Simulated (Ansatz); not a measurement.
System: sum formula H3BPO2, charge 0, multiplicity 2. It need not be the lowest isomer of its formula. 
Coordinates optimised at B3LYP-D3(BJ)/def2-TZVP (Ansatz, a quantum-chemistry and plane-wave program):
```xyz
7

O     -0.5823     1.3612     0.8032
B     -0.4412     0.1605     0.1762
O     -1.5799    -0.5798     0.0575
P      1.2461    -0.5381    -0.5396
H      0.2330     1.8627     0.8740
H     -1.4653    -1.4239    -0.3866
H      2.0437     0.5786    -0.1595
```
Charge 0, spin multiplicity 2.

Dipole moments at this geometry, in debye (magnitudes).

```
level                    program  dipole (D)
-----------------------  -------  ----------
SVWN5/def2-TZVPD          Ansatz        1.40
PBE/def2-TZVPD            Ansatz        1.29
r2SCAN/def2-TZVPD         Ansatz        1.36
B97M-V/def2-TZVPD         Ansatz        1.34
B3LYP/def2-TZVPD          Ansatz        1.51
r2SCANh/def2-TZVPD        Ansatz        1.42
LC-wPBE/def2-TZVPD        Ansatz        1.58
wB97X-V/def2-TZVPD        Ansatz        1.55
CCSD(T)/aug-cc-pV(D+d)Z   Ansatz        1.51
```
